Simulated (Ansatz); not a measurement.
`[Cl][Zr]([Cl])([Cl])[SeH]` + `CC(C)N[SiH3]` → `CC(C)[NH][Zr]([Cl])([Cl])[Cl]` + `[SiH3][SeH]`  (redistribution)

Program: Ansatz. Geometries: PBE0-D4/def2-TZVP. ΔE: electronic, gas phase. CBS: MP2 limit from def2 TZ/QZ plus the TZ coupled-cluster correction, frozen cores. DFT in def2-TZVPP. def2 core potentials past Kr. For Se, Zr outer-core shells are correlated without core-valence functions, which leaves a few kJ/mol of doubt a bond. Scalar relativity is left out up to krypton. Each species was taken in one conformer, which may not be the lowest.

`[Cl][Zr]([Cl])([Cl])[SeH]`:

Z-matrix (Å, degrees):
```
Zr
Cl 1 2.314
Cl 1 2.322 2 112.2
Cl 1 2.322 2 112.2 3 122.6
Se 1 2.548 2 105.4 3 -118.7
H 5 1.476 1 86.9 2 179.9
```

`CC(C)N[SiH3]`:

Cartesian coordinates in Å:
```
C -0.262 -0.238 -1.430
C -0.493 -0.482 0.050
C -1.927 -0.165 0.438
N 0.420 0.328 0.842
Si 2.093 0.565 0.522
H 0.759 -0.495 -1.729
H -0.939 -0.851 -2.028
H -0.432 0.813 -1.676
H -0.321 -1.554 0.241
H -2.629 -0.790 -0.119
H -2.152 0.884 0.230
H -2.094 -0.345 1.503
H 0.155 0.371 1.814
H 2.319 1.434 -0.663
H 2.851 -0.700 0.271
H 2.650 1.225 1.732
```

`CC(C)[NH][Zr]([Cl])([Cl])[Cl]`:

```xyz
16

C     0.073    0.839    1.252
C     0.099    0.885   -0.265
C    -1.240    1.328   -0.832
N     0.477   -0.421   -0.795
Zr    0.844   -2.187    0.036
Cl    2.685   -1.992    1.483
Cl   -1.045   -2.864    1.259
Cl    1.284   -3.620   -1.757
H     1.045    0.548    1.660
H    -0.686    0.134    1.607
H    -0.176    1.820    1.659
H     0.865    1.611   -0.570
H    -1.501    2.326   -0.470
H    -1.215    1.363   -1.924
H    -2.027    0.632   -0.531
H     0.518   -0.405   -1.812
```

`[SiH3][SeH]`:

```xyz
6

Si    0.456   -0.260    0.237
Se   -1.615    0.691    0.181
H     0.527   -1.460   -0.633
H     0.658   -0.649    1.653
H     1.506    0.704   -0.179
H    -1.532    0.974   -1.258
```

```
           level  ΔE (kJ/mol)
       r2SCAN-D4         -4.3
    CAM-B3LYP-D4         -5.0
         r2SCAN0         -1.6
CCSD(T)/def2-SVP        -21.6
```

Problem. What does CCSD(T)/CBS give? (Estimate.)

Solution. The calculation gave: -5.7 kJ/mol. The listed levels differ from it by 1.4, 0.7, 4.1, -15.9 kJ/mol.

Largest T1 diagnostic among the species: 0.015.

At CCSD(T), def2-SVP lies −15.9 kJ/mol from the extrapolated value and def2-TZVPP −1.3 kJ/mol. The D4 term adds −4.1 kJ/mol with B3LYP and −2.8 kJ/mol with PBE0; it sums over pairs of atoms, weighted by their polarisabilities, and B3LYP, whose exchange is more repulsive, gets the larger term.

CCSD(T)/CBS has its own doubt, a few kJ/mol and more with outer-core shells, so smaller differences from it don't rank the levels.

B3LYP here is the variant with VWN-RPA as its local correlation; programs differ in this.
